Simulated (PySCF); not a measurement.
A GIAO shielding run with PySCF 2.14.0 with density-fitted response routines (density fitting, non-relativistic, gas phase) on SMILES CS/C=C/O[SiH3], C$_{3}$H$_{8}$OSSi:

```
$ OMP_NUM_THREADS=1 python probes_run.py task.json out

{"job": {"kind": "nmr", "xc": "PBE0", "basis": "pcSseg-1"}, "charge": 0, "multiplicity": 1}
C     -2.857374     0.337539    -0.350535
S     -1.638228     1.058226    -1.484402
C     -0.108120     0.719164    -0.711147
C      0.090960     0.081554     0.435674
O      1.296873    -0.150041     0.988004
Si     2.825499     0.156453     0.518459
H     -2.701680    -0.734478    -0.275947
H     -3.828443     0.542393    -0.789065
H     -2.780771     0.814500     0.621649
H      0.718116     1.101062    -1.288462
H     -0.712724    -0.315941     1.041049
H      3.515864    -0.358906     1.688802
H      3.144670    -0.561167    -0.717179
H      3.034679     1.589194     0.300933
```

Hardware: 1 thread of an Arm Neoverse N1, shared host. The job also computes population analyses, field gradients.

Question: How large is the calculation?

Answer: 64 electrons, 156 basis functions and 856 auxiliary functions.

Question: How long does it take, and how much memory does it need?

Answer: 34 s of wall time, with 14 SCF cycles and 5 response iterations; peak memory 0.72 GiB. Times on a shared host scatter by some tens of per cent.
